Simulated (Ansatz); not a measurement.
MnN2H4⁺, that is Mn(NH2)2 with one electron fewer. Total charge 1; quintet. Geometry r2SCAN-D4/def2-TZVP, that of the neutral sextet; atoms count from 1.

```xyz
7

Mn    0.0025    0.0023   -0.0003
N    -0.4342    0.6911    1.6974
H     0.1820    0.7365    2.4978
H    -1.3255    1.0828    1.9701
N     0.4353   -0.6912   -1.6971
H     0.8256   -0.1720   -2.4719
H     0.3143   -1.6495   -1.9959
```

The charge 1 quintet is spin-contaminated (final ⟨S²⟩ up to 6.76, 6.00 for a pure state).

Estimate the Mulliken populations from the PBE0/def2-TZVP orbitals of Ansatz.


```csv
atom,charge (e),spin (α − β),d electrons
Mn1,0.92,4.98,5.16
N2,-0.56,-0.52,–
H3,0.30,0.02,–
H4,0.30,0.02,–
N5,-0.56,-0.52,–
H6,0.30,0.02,–
H7,0.30,0.02,–
```
Mulliken values and Mayer orders depend strongly on the basis.

Where does the spin sit?

Summed by element: Mn 4.98, N -1.04, H 0.06, of 4 unpaired in all. Largest on single atoms: Mn1 4.98, N2 -0.52, N5 -0.52.

And the Mayer bond orders between bonded heavy atoms (over 0.3)?

Mn1–N2 0.89 (1.88 Å); Mn1–N5 0.90 (1.88 Å). Values over 0.3 also appear between atoms too far apart for a bond (N2–N5 0.38 at 3.77 Å); they arise where an orbital or an unpaired electron spreads over both atoms.
